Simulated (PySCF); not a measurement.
Compound: C₅H₁₂Si.
Z-matrix (Å and degrees, GFN2-xTB geometry), rows numbered from 1:
```
C 
C   1  1.5243
C   2  1.5299  1  112.13
C   3  1.5303  2  108.48  1   174.74
Si  4  1.9060  3  104.44  2   -38.03
C   2  1.5339  1  112.14  3   120.68
H   1  1.0888  2  110.38  3   -59.59
H   1  1.0885  2  110.73  3    60.32
H   1  1.0883  2  110.60  3  -179.50
H   2  1.0962  1  108.69  3  -119.44
H   3  1.0928  2  108.61  1    55.80
H   3  1.0924  2  111.01  1   -62.47
H   4  1.0909  3  109.60  2    80.57
H   4  1.0885  3  110.90  2  -161.81
H   5  1.4662  4  113.33  3  -103.31
H   5  1.4658  4  112.71  3   130.67
H   6  1.0888  2  110.86  1    74.30
H   6  1.0914  2  108.99  1   -42.91
```

Level of theory: TDDFT PBE0/def2-SVPD, vertical, gas phase, core orbitals frozen in the response (PySCF).

```tsv
state	E (eV)	λ (nm)	f	main configurations (H = HOMO, L = LUMO)
S1	7.44	166.7	0.014	H→L (92%)
S2	7.71	160.8	0.126	H→L+1 (91%)
S3	7.87	157.6	0.018	H-1→L (94%)
S4	7.97	155.6	0.055	H-1→L+1 (88%)
S5	8.21	151.0	0.013	H→L+2 (44%), H→L+3 (32%)
S6	8.37	148.1	0.039	H→L+2 (46%), H→L+3 (21%), H-3→L+1 (14%)
```

Triplets (Tamm–Dancoff): T1 7.00 eV, H→L+1 (77%), H→L (12%); T2 7.22 eV, H→L (78%), H→L+1 (12%).

The lowest singlet comes at 167 nm (718 kJ/mol) in the vacuum ultraviolet; it is weak; its leading configuration is HOMO→LUMO (92%). The strongest level in the table is S2 at 7.71 eV (161 nm, f = 0.126). Löwdin shares by element: HOMO carbon 52% or more, silicon 22% (atoms not listed hold the other 26%); LUMO carbon 23% or more, silicon 21% (atoms not listed hold the other 55%). The listed states span 0.93 eV, and the widest gap between neighbours is 0.27 eV (S1 to S2). The oscillator strengths of these states sum to 0.264; summed over the whole spectrum of an exact calculation they would give the number of electrons, 56 (Thomas–Reiche–Kuhn). Weighted by f, the mean energy of these states is 7.88 eV. Only the lowest 6 singlets were computed, as vertical energies without vibronic structure.

One conformer stands for the species.
